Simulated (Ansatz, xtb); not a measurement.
Two isomers of C5H8ClNSi

We compare X, `ClC[SiH2]n1cccc1`, a singlet, with Y, `Cc1cccn1[SiH2]Cl`, a singlet. Both are isolated molecules in the gas phase, relaxed with r2SCAN-D4/def2-SVP; the shapes shown needn't be the lowest conformers.

X (Å):

```
atom    x (Å)    y (Å)    z (Å)
   C  -1.4112  -1.0001  -1.1364
   C   0.7697   1.5827   0.6327
   C   1.1247   1.7431   1.9555
   C   1.5062   0.4598   2.4493
   C   1.3695  -0.4351   1.4091
  Cl  -1.8436  -1.7410  -2.7283
   N   0.9223   0.2473   0.2862
  Si   0.4036  -0.4938  -1.2385
   H  -2.0823  -0.1446  -0.9662
   H  -1.6004  -1.7477  -0.3511
   H   1.2389  -1.7026  -1.4581
   H   0.5708   0.5208  -2.3108
   H   0.4319   2.3122  -0.1034
   H   1.1239   2.6832   2.5062
   H   1.8557   0.2216   3.4534
   H   1.5669  -1.5062   1.3659
```

Y (Å):

```json
{"atom": "C", "x (Å)": "-0.8225", "y (Å)": "-0.0407", "z (Å)": "0.9476"}
{"atom": "C", "x (Å)": "-1.4144", "y (Å)": "0.8826", "z (Å)": "-0.0627"}
{"atom": "C", "x (Å)": "-2.6896", "y (Å)": "1.4011", "z (Å)": "-0.1623"}
{"atom": "C", "x (Å)": "-2.7354", "y (Å)": "2.2461", "z (Å)": "-1.3132"}
{"atom": "C", "x (Å)": "-1.4859", "y (Å)": "2.2235", "z (Å)": "-1.8848"}
{"atom": "Cl", "x (Å)": "2.2096", "y (Å)": "2.1309", "z (Å)": "-0.0561"}
{"atom": "N", "x (Å)": "-0.6653", "y (Å)": "1.3840", "z (Å)": "-1.1299"}
{"atom": "Si", "x (Å)": "1.0422", "y (Å)": "1.1247", "z (Å)": "-1.4405"}
{"atom": "H", "x (Å)": "0.0686", "y (Å)": "0.3924", "z (Å)": "1.4350"}
{"atom": "H", "x (Å)": "-1.5611", "y (Å)": "-0.2505", "z (Å)": "1.7333"}
{"atom": "H", "x (Å)": "-0.5215", "y (Å)": "-1.0086", "z (Å)": "0.5093"}
{"atom": "H", "x (Å)": "-3.5069", "y (Å)": "1.1895", "z (Å)": "0.5271"}
{"atom": "H", "x (Å)": "-3.5940", "y (Å)": "2.8068", "z (Å)": "-1.6807"}
{"atom": "H", "x (Å)": "-1.0997", "y (Å)": "2.7280", "z (Å)": "-2.7696"}
{"atom": "H", "x (Å)": "1.3687", "y (Å)": "-0.3166", "z (Å)": "-1.3230"}
{"atom": "H", "x (Å)": "1.3073", "y (Å)": "1.6723", "z (Å)": "-2.7917"}
```

Quicker runs give these differences E(Y) − E(X): GFN2-xTB −42.0 kcal/mol; HF/STO-3G −33.0 kcal/mol (at GFN2-xTB geometries); r2SCAN-D4/def2-SVP//GFN2-xTB −36.3 kcal/mol.

Problem. Estimate E(Y) − E(X) at the level CCSD(T)/def2-SVP + ΔMP2/def2-TZVPP.

Solution. Calculated at CCSD(T)/def2-SVP + ΔMP2/def2-TZVPP: E(Y) − E(X) = −34.6 kcal/mol, so structure Y lies lower.

How the difference moves with the method:

```json
{"level": "GFN2-xTB", "geometry": "GFN2-xTB", "E(Y) − E(X) (kcal/mol)": "−42.0", "departure from the last row (kcal/mol)": "−7.4", "job, with rough time for the two": "optimisation, 0.21 s"}
{"level": "HF/STO-3G", "geometry": "GFN2-xTB", "E(Y) − E(X) (kcal/mol)": "−33.0", "departure from the last row (kcal/mol)": "+1.6", "job, with rough time for the two": "single point, 0.54 s"}
{"level": "r2SCAN-D4/def2-SVP//GFN2-xTB", "geometry": "GFN2-xTB", "E(Y) − E(X) (kcal/mol)": "−36.3", "departure from the last row (kcal/mol)": "−1.8", "job, with rough time for the two": "single point, 5.4 s"}
{"level": "r2SCAN-D4/def2-SVP", "geometry": "r2SCAN-D4/def2-SVP", "E(Y) − E(X) (kcal/mol)": "−36.7", "departure from the last row (kcal/mol)": "−2.1", "job, with rough time for the two": "optimisation, 74 s"}
{"level": "HF/def2-SVP", "geometry": "r2SCAN-D4/def2-SVP", "E(Y) − E(X) (kcal/mol)": "−37.3", "departure from the last row (kcal/mol)": "−2.7", "job, with rough time for the two": "part of the CCSD(T) run"}
{"level": "MP2/def2-SVP", "geometry": "r2SCAN-D4/def2-SVP", "E(Y) − E(X) (kcal/mol)": "−38.2", "departure from the last row (kcal/mol)": "−3.6", "job, with rough time for the two": "part of the CCSD(T) run"}
{"level": "CCSD(T)/def2-SVP", "geometry": "r2SCAN-D4/def2-SVP", "E(Y) − E(X) (kcal/mol)": "−36.9", "departure from the last row (kcal/mol)": "−2.4", "job, with rough time for the two": "single point"}
{"level": "CCSD(T)/def2-SVP + ΔMP2/def2-TZVPP", "geometry": "r2SCAN-D4/def2-SVP", "E(Y) − E(X) (kcal/mol)": "−34.6", "departure from the last row (kcal/mol)": "", "job, with rough time for the two": "single point, 2.2 min"}
```

As drawn, Y has 1 C–C, 1 Cl–Si in place of 1 C–Cl, 1 C–Si.

None of the levels shown reverses the order. The largest departure from CCSD(T)/def2-SVP + ΔMP2/def2-TZVPP is that of GFN2-xTB, 7.4 kcal/mol. A small imaginary or near-zero mode remains, so no thermal terms are given. The last row adds to CCSD(T) the change of the MP2 difference between the two basis sets, here +2.4 kcal/mol.

The correlated steps freeze 16 core orbitals. Codes used: Ansatz 0.2.0, xtb 6.7.1; the last row on 4 threads of Arm Neoverse V1 on a shared host.
